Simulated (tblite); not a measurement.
C₂H₇BOS.
Z-matrix (Å and degrees, GFN2-xTB geometry), rows numbered from 1:
```
C 
O   1  1.4087
B   2  1.3216  1  126.41
S   3  1.8124  2  124.07  1     0.14
C   4  1.8238  3  101.10  2  -179.99
H   1  1.0917  2  108.37  3  -121.68
H   1  1.0926  2  111.62  3    -0.86
H   1  1.0919  2  108.42  3   119.97
H   3  1.1701  2  116.96  1  -179.94
H   5  1.0850  4  109.48  3   -60.34
H   5  1.0846  4  106.89  3  -179.68
H   5  1.0852  4  109.48  3    60.97
```

Calculated harmonic vibrations of the isolated species, GFN2-xTB (tblite), most abundant isotopes, no scaling. The method is semi-empirical: single wavenumbers can be off by several per cent or more. Modes of hydrogen on boron can be 10 to 20 % off. One conformer, not necessarily the lowest.

**Question.** How many normal modes are there?

**Answer.** 12 atoms, non-linear: 3N − 6 = 30.

**Question.** What is the point group of the computed structure, and how do the modes divide by symmetry?

**Answer.** Cs. The vibrations span 19 a′ + 11 a″.

**Question.** How many distinct wavenumbers does the calculation give?

**Answer.** 30: Cs has no degenerate species.

**Question.** How many fundamentals are allowed in the infrared by symmetry?

**Answer.** 30 of 30: in Cs every mode is allowed. All fundamentals are allowed in the Raman spectrum.

Hardware: one thread of an Arm Neoverse N1, shared host with 64 logical CPUs at a one-minute load of 52. Cost: 0.36 s of wall time. The figure is for the frequency step alone.
